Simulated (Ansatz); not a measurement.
`C=C[SiH2][SiH3]` + `N[SiH3]` → `C=C[SiH2]N[SiH3]` + SiH₄ at 298.15 K and 1 bar (cleavage of the Si–Si bond).

Isolated molecules relaxed with PBE0-D4/def2-TZVP in Ansatz; ΔE leaves out vibrations. CCSD(T)/CBS is the MP2 limit (def2-TZVPP, def2-QZVPP) plus CCSD(T) − MP2 in def2-TZVPP, frozen cores. This one scheme is used for every species. One conformer a species, not always the lowest.

| species | CCSD(T)/CBS energy (Eh) | H − E (kJ/mol) | S (J/(mol·K)) |
| --- | --- | --- | --- |
| `C=C[SiH2][SiH3]` | -659.04133 | 242.2 | 350.0 |
| `N[SiH3]` | -346.80422 | 145.7 | 264.3 |
| `C=C[SiH2]N[SiH3]` | -714.40667 | 290.8 | 389.1 |
| SiH₄ | -291.46306 | 92.1 | 204.8 |

H − E and S are ideal-gas, rigid-rotor, harmonic terms from PBE0-D4/def2-TZVP, for one conformer and one mirror image of each species. 1 Eh = 2625.50 kJ/mol, R = 8.31446 J/(mol·K).

Q: By hand: ΔE, ΔH, ΔS and ΔG.

A: ΔE = (-714.40667) + (-291.46306) − (-659.04133) − (-346.80422) = -0.02418 Eh = -63.5 kJ/mol. Δ(H − E) = 290.8 + 92.1 − 242.2 − 145.7 = -5.0, so ΔH = -68.5 kJ/mol. ΔS = 389.1 + 204.8 − 350.0 − 264.3 = -20.4 J/(mol·K). ΔG = -68.5 − 298.15 × (-20.4)/1000 = -62.4 kJ/mol.

Q: By hand: the equilibrium constant, and the temperature at which ΔG would vanish if ΔH and ΔS stayed fixed.

A: log₁₀ K = −ΔG/(RT ln 10) = 10.9. ΔG = 0 at ΔH/ΔS = 3358 K, far beyond where these terms or the molecules hold.

ΔH outweighs TΔS. A doubt of 5 kJ/mol in ΔE shifts log₁₀ K by 0.9 here. Other conformers and mirror images would add mixing entropy, several J/(mol·K) or more a flexible species. Modes under 60 cm⁻¹, often nearly free rotors, make the harmonic entropy too high. These are equilibria of isolated gas molecules and say nothing of rates. Largest T1 diagnostic: 0.013 (customary marks: 0.02 for closed shells, 0.045 for open ones).
